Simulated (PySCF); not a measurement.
Method: PySCF with r2SCAN-D4/def2-TZVP // r2SCAN-D4/def2-SVP. Isolated molecules, 0 K electronic values unless said otherwise. One relaxed conformer stands for a flexible species; it need not be the lowest. Excitations are Tamm–Dancoff values on a coarser integration grid. The basis has no diffuse functions, so Rydberg states are missing or too high.

Reference species (SMILES): `S[SiH2][GeH2][SH]` (neutral, multiplicity 1).

```yaml
S1 excitation (TDA): 5.02 eV
S1 oscillator strength: 0.067
```

Changed species: `S[SiH2][GeH2][SiH2][GeH2][SH]` (n = 2; the reference has n = 1).

Question: What does the change do to the S1 excitation (TDA) and S1 oscillator strength?

Answer: the S1 excitation (TDA) decreases by 0.37 eV, to 4.65 eV; the S1 oscillator strength rises by 0.201, to 0.268.
